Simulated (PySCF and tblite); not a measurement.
The numbers below are computed, except where a source is named.
C5H7BrFN, numbered as in [H]/[N:3]=[C:2](\[CH3:1])[CH2:4]/[C:5]([F:6])=[CH:7]/[Br:8].

Search: ETKDG and KDG, MMFF94s, GFN2-xTB, 90 starts; geometries at GFN2-xTB. Weights use PBE0-D3(BJ)/pcSseg-1 (IEF-PCM, benzene) energies plus GFN2-xTB zero-point and thermal terms (modes under about 100 cm⁻¹ blended into free rotors). Symmetry numbers and mirror images are counted. Conformers within 3 kcal/mol (GFN2-xTB free energy) were kept, 4 at most. (PySCF 2.14, tblite 0.8.)

Rotational constants are equilibrium values for the commonest isotopes; dipoles come from the energy level named and are polarised by its solvent model.

Torsions listed: N3–C2–C4–C5, C2–C4–C5–F6. Of a mirror pair one member is shown.

| conformer | shape | symmetry | weight % |
| --- | --- | --- | --- |
| 1 | -129°, 66° | C1 (pair) | 79.1 |
| 2 | 99°, 87° | C1 (pair) | 20.9 |

Sets of constants, in random order:

```tsv
set	A (MHz)	B (MHz)	C (MHz)	abs μa (D)	abs μb (D)	abs μc (D)
P	3181	577	539	2.84	0.70	0.09
Q	3946	541	519	1.04	3.02	1.07
```

(1) Match each set to its conformer.

Results:

(1) P is conformer 2, Q is conformer 1.
